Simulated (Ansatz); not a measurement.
Molecule: CH6FSi2, charge 0, multiplicity 2. It need not be the lowest isomer of its formula. SMILES: F[SiH]C[SiH3]
Coordinates optimised at B3LYP-D3(BJ)/def2-TZVP (Ansatz, an electronic-structure program):
```xyz
10

F      1.5812    -0.8740    -0.8581
Si     1.2706     0.5313    -0.1240
C     -0.2528     0.3106     0.9395
Si    -1.8380    -0.1600     0.0407
H      2.4777     0.8551     0.6912
H     -0.4187     1.2510     1.4752
H     -0.0264    -0.4540     1.6922
H     -1.6748    -1.4616    -0.6439
H     -2.9599    -0.2625     1.0041
H     -2.1686     0.8757    -0.9663
```
Charge 0, spin multiplicity 2.

Atomisation energy built up term by term with Ansatz (kcal/mol; UHF references for open shells; valence terms freeze the core; atomic spin-orbit terms are left out). CBS(X,Y): correlation extrapolated as X^-3; Hartree-Fock from the larger set.

| term | basis | kcal/mol |
|---|---|---|
| Hartree-Fock | aug-cc-pV(Q+d)Z | 614.55 |
| CCSD correlation | CBS(aug-cc-pV(T+d)Z,aug-cc-pV(Q+d)Z) | 177.47 |
| (T) | CBS(aug-cc-pV(T+d)Z,aug-cc-pV(Q+d)Z) | 9.36 |
| core correlation | cc-pwCVTZ | 0.87 |
| scalar relativity (X2C) | cc-pVTZ-DK against cc-pVTZ | -1.68 |
| sum: De |  | 800.6 |

(T) makes 1.2 % of the CCSD(T) atomisation energy; under 5 % is typical of single-reference molecules.
